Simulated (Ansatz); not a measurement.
Geometry optimisation, RKS PBE0-D4/6-31G* in Ansatz.

Input file:

```yaml
crystal:
  periodic: [false, false, false]
  atoms:
    - { symbol: Si, position_ang: [-0.185194, -0.116166, 0.089418] }
    - { symbol: H, position_ang: [-0.270501, -0.063429, 1.55363] }
    - { symbol: O, position_ang: [1.440481, -0.16965, -0.290205] }
    - { symbol: H, position_ang: [1.658251, -0.750122, -1.026328] }
    - { symbol: O, position_ang: [-1.044408, 1.125986, -0.57269] }
    - { symbol: H, position_ang: [-1.565539, 0.888253, -1.348199] }
    - { symbol: H, position_ang: [-0.773003, -1.392168, -0.431095] }
    - { symbol: O, position_ang: [1.384541, 1.890295, 1.438883] }
    - { symbol: H, position_ang: [1.966266, 1.382654, 0.849193] }
    - { symbol: H, position_ang: [1.030306, 1.190548, 2.032194] }
basis:
  gaussian: { orbitals: "6-31G*" }
hamiltonian:
  xc: pbe0
  dispersion: d4
relax:
  f_tol: 0.03
  max_steps: 50
```

Command:

```bash
$ ansatz run input.yaml --threads 1 --pin off --max-ram 2048MiB --backend cpu --events-out ev --progress --plain --runs-dir out
```

Q: Where does it end, and by what steps?

A: The run converged. After 13 steps the energy has fallen by 0.159 eV; H10 moved furthest, 0.92 Å.

| step | energy less start (eV) | largest force component (eV/Å) | accepted |
| --- | --- | --- | --- |
| 0 | 0.0000 | 0.800 | yes |
| 1 | -0.0685 | 0.759 | yes |
| 2 | -0.0915 | 0.909 | yes |
| 3 | 0.2177 | 2.394 | no |
| 4 | -0.1190 | 0.621 | yes |
| 5 | -0.1365 | 0.232 | yes |
| 6 | -0.1474 | 0.196 | yes |
| 7 | -0.1531 | 0.149 | yes |
| 8 | -0.1474 | 0.768 | no |
| 9 | -0.1563 | 0.139 | yes |
| 10 | -0.1581 | 0.169 | yes |
| 11 | -0.1562 | 0.259 | no |
| 12 | -0.1589 | 0.043 | yes |
| 13 | -0.1591 | 0.026 | yes |

```xyz
10
Properties=species:S:1:pos:R:3
Si -0.407 -0.307 0.020
H -0.663 -0.282 1.471
O 1.253 -0.201 -0.129
H 1.630 -0.443 -0.983
O -1.250 0.945 -0.647
H -1.459 0.877 -1.585
H -0.829 -1.583 -0.633
O 1.752 2.054 1.532
H 1.825 1.343 0.875
H 1.788 1.583 2.373
```

Run time: 42 s on 1 thread of Arm Neoverse V1, with other jobs on the host, peak memory 0.15 GiB.
